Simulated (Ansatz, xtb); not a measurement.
**Two isomers of C5H9B**

Structure a: `C=C1BCCC1`, a singlet. Structure b: `B/C=C/C(=C)C`, a singlet. Both are isolated molecules in the gas phase, relaxed with PBE0-D3(BJ)/def2-SVP; the shapes shown needn't be the lowest conformers.

a (Å):

| atom | x (Å) | y (Å) | z (Å) |
| --- | --- | --- | --- |
| C | -2.5747 | -0.3519 | 0.5508 |
| C | -1.2345 | -0.4446 | 0.5318 |
| C | 1.1871 | 0.1719 | 0.6023 |
| C | 0.9246 | -1.1166 | 1.4012 |
| C | -0.4110 | -1.6673 | 0.8796 |
| B | -0.2435 | 0.7288 | 0.2769 |
| H | -3.2236 | -1.1920 | 0.8290 |
| H | -3.0741 | 0.5877 | 0.2938 |
| H | -0.5378 | 1.8339 | -0.1167 |
| H | 1.6031 | -0.0789 | -0.3995 |
| H | 1.9161 | 0.8612 | 1.0547 |
| H | 1.7398 | -1.8545 | 1.3347 |
| H | 0.8175 | -0.8610 | 2.4694 |
| H | -0.9082 | -2.3526 | 1.5850 |
| H | -0.2313 | -2.2462 | -0.0462 |

b (Å):

```csv
atom,x (Å),y (Å),z (Å)
C,-1.6639,-0.9304,1.1892
C,-0.6970,-0.0189,0.9049
C,0.6624,-0.2969,0.4525
C,1.4898,0.7403,0.2189
C,1.0922,-1.7205,0.2633
B,-3.0526,-0.4835,1.6577
H,-3.2840,0.7012,1.7724
H,-3.9256,-1.2807,1.9170
H,-1.4174,-1.9926,1.0732
H,-0.9437,1.0439,1.0217
H,2.5177,0.5897,-0.1214
H,1.1553,1.7713,0.3633
H,2.1341,-1.7810,-0.0782
H,0.4557,-2.2294,-0.4780
H,1.0034,-2.2877,1.2035
```

Energies in hartree; the thermal terms are from GFN2-xTB frequencies at re-optimised GFN2-xTB minima (ideal gas, soft modes damped towards free rotors, one conformer each, 298.15 K, 1 atm) and include the zero-point energy:

|  | a | b |
| --- | --- | --- |
| E, CCSD(T)/def2-SVP | −219.940009 | −219.914023 |
| E, MP2/def2-SVP | −219.844332 | −219.815537 |
| E, MP2/def2-TZVPP | −220.243747 | −220.217047 |
| zero-point energy | 0.126141 | 0.121546 |
| H(298 K) − E | 0.133288 | 0.130280 |
| G(298 K) − E | 0.096796 | 0.090339 |

Problem. Correct the CCSD(T) difference for the basis set by the MP2 change, then work out ΔE, ΔE₀, ΔH and ΔG for a → b in kcal/mol (1 Eh = 627.51 kcal/mol) and the equilibrium ratio [b]/[a].

Solution. 1. Differences b − a: CCSD(T) +0.025986, MP2 in the small set +0.028795, MP2 in the large set +0.026700 Eh.
2. ΔE = +0.025986 + (+0.026700 − (+0.028795)) = +0.023891 Eh = +14.99 kcal/mol.
3. ΔE₀ = ΔE + ΔZPE = +0.023891 + (−0.004595) Eh = +12.11 kcal/mol.
4. ΔH = ΔE + (−0.003008) Eh = +13.10 kcal/mol.
5. ΔG = ΔE + (−0.006457) Eh = +10.94 kcal/mol, so ΔS = (ΔH − ΔG)/T = +30.4 J/(mol K).
6. kT = 0.9442 mEh, so K = [b]/[a] = exp(−ΔG/kT) = exp(−18.46) ≈ 9.6 × 10^−9.

Structure a is favoured at this temperature. An error of 1 kcal/mol in ΔG would change K by a factor of 5.4. Mirror images and further conformers aren't counted.

As drawn, b has 1 C=C, 1 B–H in place of 1 C–B, 1 C–C, 1 C–H. Structure a has a 5-membered ring, b no ring.

Other levels gave ΔE = +15.9 (GFN2-xTB); +45.1 (HF/STO-3G, GFN2-xTB geometries); +17.4 (r2SCAN-D4/def2-SVP, GFN2-xTB geometries); +20.5 (PBE0-D3(BJ)/def2-SVP); +14.0 (HF/def2-SVP); +18.1 (MP2/def2-SVP); +16.3 (CCSD(T)/def2-SVP) kcal/mol. The correlated steps freeze 6 core orbitals. Programs: Ansatz 0.2.0, xtb 6.7.1.
